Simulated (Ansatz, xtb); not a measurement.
Two isomers of C2H6AlBr

Structure a: `[CH3][Al]([CH3])[Br]`, a singlet. Structure b: `C[CH2][AlH][Br]`, a singlet. Both are isolated molecules in the gas phase, relaxed with r2SCAN-D4/def2-SVP; each stands in its lowest conformer found.

Task: Estimate E(b) − E(a) at the level CCSD(T)/def2-SVP + ΔMP2/def2-TZVPP.

Result: Calculated at CCSD(T)/def2-SVP + ΔMP2/def2-TZVPP: E(b) − E(a) = +14.8 kcal/mol, so structure a lies lower.

How the difference moves with the method:

```
                             level            geometry  E(b) − E(a) (kcal/mol)  departure from the last row (kcal/mol)  job, with rough time for the two
                          GFN2-xTB            GFN2-xTB                      −6.1                                   −20.8               optimisation, 0.2 s
                         HF/STO-3G            GFN2-xTB                     +15.6                                    +0.8              single point, 0.42 s
      r2SCAN-D4/def2-SVP//GFN2-xTB            GFN2-xTB                     +15.7                                    +0.9               single point, 4.6 s
                r2SCAN-D4/def2-SVP  r2SCAN-D4/def2-SVP                     +14.4                                    −0.4                optimisation, 64 s
                       HF/def2-SVP  r2SCAN-D4/def2-SVP                     +12.2                                    −2.5           part of the CCSD(T) run
                      MP2/def2-SVP  r2SCAN-D4/def2-SVP                     +12.5                                    −2.2           part of the CCSD(T) run
                  CCSD(T)/def2-SVP  r2SCAN-D4/def2-SVP                     +11.6                                    −3.1                      single point
CCSD(T)/def2-SVP + ΔMP2/def2-TZVPP  r2SCAN-D4/def2-SVP                     +14.8                                                        single point, 36 s
```

As drawn, b has 1 C–C, 1 Al–H in place of 1 C–Al, 1 C–H.

GFN2-xTB puts the two in the other order. The largest departure from CCSD(T)/def2-SVP + ΔMP2/def2-TZVPP is that of GFN2-xTB, 20.8 kcal/mol. A small imaginary or near-zero mode remains, so no thermal terms are given. The last row adds to CCSD(T) the change of the MP2 difference between the two basis sets, here +3.1 kcal/mol, a large step that makes the value less sure.

The correlated steps freeze 16 core orbitals; the filled d shell of Br is correlated, in a basis made for valence electrons. Run with Ansatz 0.2.0, xtb 6.7.1; the last row on 2 threads of Arm Neoverse V1 on a shared host.
